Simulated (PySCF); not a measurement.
A calculated (MN15, PySCF 2.14, def2-SVP, no relativity, point nucleus) atom or ion has these occupied shells.

```csv
shell,electrons,orbital energy (eV),"rms radius, mean of both spins (bohr)"
1s α,1,-880.81,0.184
1s β,1,-879.27,0.184
2s α,1,-82.734,0.930
2s β,1,-78.040,0.930
2p α,3,-61.193,0.913
2p β,1,-56.824,0.913
```

Problem. Name the element and its charge.

Solution. Ne²⁺ (neon, charge +2), in [He] 2s2 2p4, high-spin 3P determinant.
